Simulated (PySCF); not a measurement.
C4H3BO. Atoms are numbered in the order given.

```xyz
9

B     -0.4248    -0.0094     0.0000
C      0.3814     1.3017     0.0000
C      1.0137     2.3564     0.0000
H      1.5782     3.2799     0.0000
C      0.2942    -1.3641     0.0000
C      0.9079    -2.4289     0.0000
H      1.4411    -3.3705     0.0000
O     -1.7929     0.0037     0.0000
H     -2.1356     0.9172     0.0000
```

Geometry optimised at PBE-D3(BJ)/def2-SVP. The values are those of a single conformer.

The numbers are results of PBE/def2-TZVP (PySCF), not measurements.

Isolated molecule, no solvent.

```json
{
  "total_energy": "-254.01505 hartree",
  "point_group": "Cs",
  "highest_occupied_level": "-6.83 eV",
  "lowest_empty_level": "-2.74 eV",
  "orbital_gap": "4.09 eV",
  "dipole_moment": "1.45 D",
  "quadrupole, principal values (traceless, Buckingham form, about the centre of nuclear charge)": "-8.01, -4.07, 12.08 D·Å",
  "mean_static_polarisability": "63.8 bohr³ (9.46 Å³)",
  "polarisability_principal_values": "36.3, 60.0, 95.2 bohr³"
}
```
